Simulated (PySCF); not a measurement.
C₇H₈NPS.
Cartesian coordinates in Å at the GFN2-xTB level; atoms count from 1:
```
atom  x, y, z in Å
C1    -1.1579    0.6518   -2.7027
C2    -1.2893   -0.5399   -2.1298
C3    -0.7033   -0.9109   -0.8496
N4     0.0060    0.0043   -0.2140
C5     0.5825   -0.2146    0.9453
S6     1.4886    1.1232    1.6392
C7     1.2398    2.3804    0.3604
C8     0.5396   -1.4112    1.6710
C9    -0.1420   -2.5047    1.2035
P10   -1.0184   -2.5579   -0.3040
H11   -1.6103    0.8780   -3.6530
H12   -0.5898    1.4334   -2.2288
H13   -1.8615   -1.3256   -2.6084
H14    0.1763    2.5721    0.2601
H15    1.7637    3.2707    0.6916
H16    1.6510    2.0152   -0.5751
H17    1.0627   -1.4484    2.6161
H18   -0.1466   -3.4095    1.8000
```

Definitions: NICS(0) = −σiso at the ring centroid; NICS(1) = −σiso and NICS(1)zz = −σzz at ±1 Å along the ring normal z. Level: GIAO PBE0/pcSseg-1 (PySCF, non-relativistic, gas phase) on the GFN2-xTB geometry, one conformer.

Ring bond lengths (Å), with Mayer bond orders in brackets: C3–N4 1.321 (1.43), N4–C5 1.313 (1.48), C5–C8 1.400 (1.25), C8–C9 1.371 (1.53), C9–P10 1.744 (1.25), P10–C3 1.763 (1.26).

Question: Give the NICS values of each ring in ppm.

Answer: 
```
              ring                                                     type  NICS(0)  NICS(1), two faces  NICS(1)zz, two faces  rms pucker (Å)  centre to ring atoms, mean (Å)
C3–N4–C5–C8–C9–P10  6-membered ring with N and P; formal bonds all aromatic     -4.6         -8.6 / -8.6         -19.3 / -19.4            0.00                            1.48
```

Question: What do they say, and how far can they be read as aromaticity?

Answer: 
- C3–N4–C5–C8–C9–P10: mean NICS(1)zz -19.3 ppm, shielded.

Question: How equal are the bonds by HOMA? HOMA = 1 − mean of α(R − Ropt)² over the ring bonds, with Krygowski's 1993 parameters (CC: Ropt 1.388 Å, α 257.7 Å⁻²; CN: Ropt 1.334 Å, α 93.52 Å⁻²; CP: Ropt 1.698 Å, α 118.91 Å⁻²).

Answer: 
- C3–N4–C5–C8–C9–P10: HOMA 0.84; the largest term is that of P10–C3, α(R − Ropt)² = 0.51.

Question: At the second NICS(1) probe listed for ring C3–N4–C5–C8–C9–P10, 1 Å off the ring, what do the in-plane components average?

Answer: The isotropic value is a third of the trace: (3 × -8.6 − (-19.4))/2 = -3.2 ppm.

Question: List the ring angles and the Hirshfeld charges of the ring atoms.

Answer: 
- C3–N4–C5–C8–C9–P10: C3 126.5° (+0.010 e), N4 123.0° (-0.128 e), C5 125.9° (+0.052 e), C8 121.3° (-0.060 e), C9 124.7° (-0.089 e), P10 98.6° (+0.064 e); sum 720.0° against 720° for a flat convex ring.

Question: What are the shieldings of the ring atoms and their hydrogens in the same run (means over atoms taken as equivalent)?

Answer: 
```csv
atoms,environment,σ isotropic (ppm)
C3,substituted aromatic carbon,-10.1
N4,pyridine-type nitrogen,-68.5
C5,substituted aromatic carbon,17.9
C8,aromatic CH carbon,60.1
C9,aromatic CH carbon,15.4
P10,phosphorus bonded to 2 C,137.2
H17,aromatic hydrogen,24.17
H18,aromatic hydrogen,22.51
```
